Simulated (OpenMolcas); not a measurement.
# Ru3+ in K2NaGaF6: curves along the breathing mode

Ru3+ with its 6 nearest fluoride ions, on the Ga site of K2NaGaF6 (a = 8.246 Å, distance in the model lattice 1.938 Å). The rest of the host is ab initio model potentials to 7.6 Å, with orthogonalisation functions on the cations behind the ligands, and point charges beyond; the distance is set by hand and nothing relaxes. Ligand basis ANO-RCC-VDZP.

```json
{"Program": "OpenMolcas 26.06", "Method": "SS-CASPT2, IPEA 0.25 Eh, imaginary shift 0.1 Eh (closed shells correlated: 4s 4p and the ligand valence shells)", "Basis": "ANO-RCC-VDZP [6s5p3d1f]", "Scalar Hamiltonian": "DKH2, point nucleus", "Active space": "5 electrons in 5 orbitals (4d)", "State averaging": "2S+1 = 6 even, 1 root; 2S+1 = 4 even, 24 roots; 2S+1 = 2 even, 75 roots", "Spin-orbit coupling": "RASSI with atomic mean-field integrals over the reference wave functions"}
```

Spin-free energies (labels of O, the rotations of Oh) in cm-1 above the lowest fitted minimum, as all ligands move together:

| R (Å) | 2T2 | 6A1 | 2A2 | 2E | 2A1 | 4E | 2E(2) |
| --- | --- | --- | --- | --- | --- | --- | --- |
| 1.842 | 8860 | 46030 | 39290 | 42950 | 50720 | 64370 | 57790 |
| 1.885 | 2900 | 33480 | 30200 | 33840 | 41630 | 51970 | 48340 |
| 1.928 | 270 | 25100 | 24830 | 28480 | 36430 | 43720 | 42570 |
| 1.972 | 490 | 20230 | 22670 | 26270 | 34310 | 38910 | 39880 |
| 2.015 | 3140 | 18570 | 23270 | 26870 | 35020 | 37280 | 39950 |
| 2.058 | 7880 | 19600 | 26240 | 29820 | 38190 | 38330 | 42320 |
| 2.102 | 14610 | 23120 | 31460 | 35000 | 43780 | 41860 | 46880 |

Cubic fits give the following; the wavenumber is harmonic, with the mass of all moving ligands, small differences in it between states hang on the degree of the fit, a number in brackets counts states of one label, and the table is a selection of at most 14 states with clean curves.

| State | R0 (Å) | Breathing mode (cm-1) | Minimum (cm-1) |
| --- | --- | --- | --- |
| 2T2 | 1.947 | 655 | 0 |
| 6A1 | 2.018 | 654 | 18560 |
| 2A2 | 1.983 | 656 | 22530 |
| 2E | 1.983 | 655 | 26140 |
| 2A1 | 1.981 | 665 | 34180 |
| 4E | 2.018 | 652 | 37270 |
| 2E(2) | 1.991 | 639 | 39570 |
| 4E(2) | 2.017 | 652 | 41010 |
| 2A1(2) | 2.021 | 627 | 45200 |
| 2E(3) | 2.015 | 655 | 48810 |
| 2E(4) | 2.013 | 657 | 56140 |
| 2E(5) | 2.014 | 653 | 63640 |
| 2E(6) | 2.048 | 640 | 78870 |
| 2E(7) | 2.043 | 646 | 100010 |

The minimum of 2A2 is shifted by +0.0359 Å against 2T2 (from the unrounded fits). With M = 114.0 u for the moving shell, the Huang-Rhys factor in this mode is S = M ω ΔR² / 2ħ = 0.01483 × 114.0 × 655 × 0.0359² = 1.43. Only the first shell moves, against a rigid host.

Roots that are degenerate in the reference are averaged as groups; the widest CASPT2 spread within a group is 620 cm-1 (the 3-fold group of multiplicity 2 near 47700 cm-1 above the lowest state of its run, R = 2.015). Shifts and gaps below about the spread of the groups concerned are not significant. Over all roots computed the reference weight is 0.72 to 0.73 in R = 1.842, 0.72 to 0.73 in R = 1.885, 0.72 to 0.73 in R = 1.928, 0.72 to 0.73 in R = 1.972, 0.71 to 0.73 in R = 2.015, 0.71 to 0.73 in R = 2.058, 0.71 to 0.73 in R = 2.102; a low but even weight reflects the number of correlated electrons. An orbital triplet at a regular site is open to Jahn-Teller coupling, which can distort the site and quench the lowest spin-orbit gaps and is left out. Ligand-to-metal charge-transfer states are missing. With no ligand orbital active B as a rule stays too high, so bands that hang on it stand too high and its fall with covalency is understated. With one d shell and no ligand orbital active, 10Dq can be off by a tenth or more. The least metal-like active orbital is 77 % on the metal (Löwdin) and no ligand orbital is active, so the numbers are rough (holds for R = 1.842). The least metal-like active orbital is 78 % on the metal (Löwdin) and no ligand orbital is active, so the numbers are rough (holds for R = 1.885). The least metal-like active orbital is 79 % on the metal (Löwdin) and no ligand orbital is active, so the numbers are rough (holds for R = 1.928). The least metal-like active orbital is 80 % on the metal (Löwdin) and no ligand orbital is active, so the numbers are rough (holds for R = 1.972). The least metal-like active orbital is 81 % on the metal (Löwdin) and no ligand orbital is active, so the numbers are rough (holds for R = 2.015; R = 2.058). This shell can be high or low spin here, a state of another spin lies low, and with metal d orbitals alone active their balance is uncertain, so the ground spin may be wrong, although the usual error favours high spin (holds for R = 2.058; R = 2.102). The least metal-like active orbital is 85 % on the metal (Löwdin) and no ligand orbital is active, so the numbers are rough (holds for R = 2.102). No measured value stands beside these numbers.
